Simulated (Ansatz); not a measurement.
Geometry optimisation, UHF/def2-SVP (Ansatz 0.2.0).

input.yaml

```yaml
crystal:
  periodic: [false, false, false]
  atoms:
    - { symbol: C, position_ang: [-1.80555, -0.04272, -0.17022] }
    - { symbol: Si, position_ang: [-0.1673, -0.34684, 0.1959] }
    - { symbol: Te, position_ang: [2.11574, 0.18288, 0.99746] }
    - { symbol: H, position_ang: [-2.48742, -0.77298, -0.58149] }
    - { symbol: H, position_ang: [2.34453, 0.97967, -0.44165] }
magnetization:
  spin_polarized: true
basis:
  gaussian: { orbitals: def2-SVP }
hamiltonian:
  xc: hf
relax:
  f_tol: 0.02
  max_steps: 40
```

Command:

```bash
$ ansatz run input.yaml --threads 1 --pin off --max-ram 2048MiB --backend cpu --events-out ev --progress --plain --runs-dir out
```

**Question.** Where does it end, and by what steps?

**Answer.** It converged. After 10 steps the energy has fallen by 0.537 eV; Si2 moved furthest, 0.54 Å.

```
step  energy less start (eV)  largest force component (eV/Å)  accepted
   0                  0.0000                           1.286       yes
   1                 -0.2921                           0.709       yes
   2                 -0.3975                           1.120       yes
   3                 -0.4767                           0.456       yes
   4                 -0.4016                           1.487        no
   5                 -0.5211                           0.347       yes
   6                 -0.5350                           0.145       yes
   7                 -0.5369                           0.179       yes
   8                 -0.5337                           0.266        no
   9                 -0.5374                           0.040       yes
  10                 -0.5375                           0.002       yes
```

```xyz
5
Properties=species:S:1:pos:R:3
C -1.640 -0.205 -0.148
Si -0.024 -0.829 0.007
Te 1.858 0.472 1.026
H -2.654 -0.416 -0.459
H 2.460 0.978 -0.425
```

Time of the run: 31 s on 1 thread of Arm Neoverse V2 (shared host), peak memory 0.17 GiB.
